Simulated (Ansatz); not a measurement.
Ge₁₉AsH₃₆⁻. Charge -1, multiplicity 1. Geometry PBE-D4/def2-SVP, basis def2-TZVP, Ansatz.

Cartesian coordinates in Å:
```
Ge -2.971 -2.905 1.850
Ge 0.332 -4.974 0.771
As -1.234 -2.334 -1.794
Ge -4.350 0.401 -0.054
Ge -1.006 1.286 2.351
Ge -3.159 3.932 -0.010
Ge 2.640 -3.526 -2.219
Ge 1.259 -0.463 0.553
Ge 4.298 -0.132 -2.224
Ge 0.425 1.267 -0.931
Ge 0.553 4.897 1.356
Ge 3.769 2.949 0.454
Ge -4.942 -1.720 1.020
Ge 1.808 -5.536 -1.092
Ge -1.751 -3.944 0.003
Ge -3.252 1.976 1.484
Ge -1.715 5.690 0.891
Ge 3.084 -1.642 -0.711
Ge 5.236 1.872 -1.179
Ge 1.489 3.393 -0.330
H -3.377 -4.074 2.805
H -2.026 -1.951 2.626
H -0.014 -6.265 1.580
H 1.093 -4.023 1.737
H -2.717 -2.261 -2.207
H -0.975 -3.484 -2.792
H -5.679 0.931 -0.697
H -3.436 0.020 -1.263
H -1.658 0.175 3.309
H -1.038 2.454 3.453
H -4.544 4.595 -0.319
H -2.543 3.591 -1.405
H 1.622 -3.122 -3.327
H 3.953 -3.930 -2.967
H 0.235 -1.535 1.009
H 2.041 0.088 1.774
H 3.350 0.324 -3.372
H 5.478 -0.891 -2.913
H -1.118 1.341 -1.013
H 0.952 0.964 -2.382
H 0.645 4.233 2.753
H 1.521 6.129 1.370
H 3.731 2.061 1.732
H 4.445 4.295 0.874
H -5.694 -2.707 0.066
H -5.904 -1.478 2.226
H 1.043 -6.468 -2.083
H 3.022 -6.362 -0.560
H -2.622 -5.101 -0.589
H -4.457 2.361 2.427
H -2.299 6.281 2.213
H -1.580 6.900 -0.092
H 4.185 -2.194 0.261
H 6.584 1.486 -0.488
H 5.603 2.911 -2.286
H 1.663 4.226 -1.647
```

| run | HOMO (eV) | LUMO (eV) |
| --- | --- | --- |
| A | -1.93 | 0.53 |
| B | -2.07 | 0.68 |
| C | -2.69 | 1.23 |
| D | -2.81 | 1.29 |

Single mean-field runs in def2-TZVP are fitted with def2-universal-jkfit.

Task: The runs used PBE, PBE0, r2SCAN, r2SCAN0. Estimate which is which.

Result: A PBE (0 % exact exchange); B r2SCAN (0 % exact exchange); C PBE0 (25 % exact exchange); D r2SCAN0 (25 % exact exchange). Exact exchange lowers occupied and raises empty levels; among semilocal functionals meta-GGAs tend to open the gap a little, and such runs are hard to tell apart. The gap grows from 2.46 eV (PBE) to 4.10 eV (r2SCAN0).
